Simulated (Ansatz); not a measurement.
Computed with Ansatz on PBE0-D4/def2-TZVP structures; ΔE is electronic, products minus reactants. CCSD(T)/CBS adds triple-zeta CCSD(T) − MP2 to the extrapolated MP2 energy (def2 sets, frozen cores). Functionals use def2-TZVPP. B3LYP here is the variant with VWN-RPA as its local correlation; programs differ in this. HSE06 is defined as in plane-wave codes. Elements past krypton have def2 core potentials. For Hf outer-core shells are correlated without core-valence functions, which leaves a few kJ/mol of doubt a bond. Each species was taken in one conformer, which may not be the lowest.

Reaction (redistribution): `[OH][Hf]([SH])([SH])[SH]` + `FB(S)O[SiH3]` → `[F][Hf]([SH])([SH])[SH]` + `OB(S)O[SiH3]`

`[OH][Hf]([SH])([SH])[SH]`:

Z-matrix (Å, degrees):
```
Hf
S 1 2.444
S 1 2.437 2 113.1
O 1 1.892 2 107.9 3 120.0
S 1 2.445 2 107.9 3 -116.3
H 2 1.348 1 90.0 3 75.2
H 3 1.348 1 90.7 2 -43.9
H 4 0.953 1 163.7 2 120.3
H 5 1.349 1 91.3 2 -50.9
```

`FB(S)O[SiH3]`:

Z-matrix (Å, degrees):
```
Si
O 1 1.653
H 1 1.481 2 107.9
H 1 1.485 2 110.1 3 120.4
H 1 1.481 2 107.9 3 -119.3
B 2 1.343 1 138.4 3 -121.3
S 6 1.819 2 122.1 1 -0.0
F 6 1.328 2 118.4 1 180.0
H 7 1.342 6 94.8 2 -180.0
```

`[F][Hf]([SH])([SH])[SH]`:

Cartesian coordinates in Å:
```
F 0.330 1.029 1.634
Hf 0.011 0.034 0.054
S 0.343 -2.340 0.432
S -2.263 0.346 -0.734
S 1.510 0.715 -1.728
H -0.259 -2.255 1.637
H -2.209 1.661 -0.437
H 2.537 0.809 -0.859
```

`OB(S)O[SiH3]`:

Z-matrix (Å, degrees):
```
Si
O 1 1.638
H 1 1.482 2 108.6
H 1 1.481 2 108.6 3 120.1
H 1 1.489 2 110.7 3 -120.0
B 2 1.352 1 142.6 3 120.0
S 6 1.836 2 123.9 1 0.2
O 6 1.358 2 117.2 1 -179.8
H 7 1.342 6 96.9 2 -0.0
H 8 0.959 6 114.5 2 180.0
```

```
             level  ΔE (kJ/mol)  difference from CCSD(T)/CBS
         revPBE-D4        -28.9                        -11.8
           BLYP-D4        -25.3                         -8.2
            B97M-V        -23.6                         -6.5
          HSE06-D4        -22.5                         -5.4
      CAM-B3LYP-D4        -19.1                         -2.0
            revPBE        -27.8                        -10.7
            r2SCAN        -23.9                         -6.8
             B3LYP        -22.2                         -5.1
           LC-ωPBE        -20.9                         -3.8
     CCSD/def2-SVP        -13.9                          3.2
  CCSD(T)/def2-SVP        -14.7                          2.4
     HF/def2-TZVPP        -11.9                          5.2
    MP2/def2-TZVPP        -13.6                          3.5
     HF/def2-QZVPP        -13.2                          3.9
    MP2/def2-QZVPP        -15.1                          2.0
SCS-MP2/def2-QZVPP        -15.2                          1.9
       CCSD(T)/CBS        -17.1                            0
```

Largest T1 diagnostic among the species: 0.016.

From PBE to PBE0 (25 % exact exchange), in def2-TZVPP and without D4, ΔE moves by +4.3 kJ/mol. Leaving LDA and LC-ωPBE aside and taking each functional with its dispersion term where it has one, the values, not all of them listed here, spread over 11.8 kJ/mol, from revPBE-D4 to BHLYP-D4.

CCSD(T)/CBS has its own doubt, a few kJ/mol and more with outer-core shells, so smaller differences from it don't rank the levels.
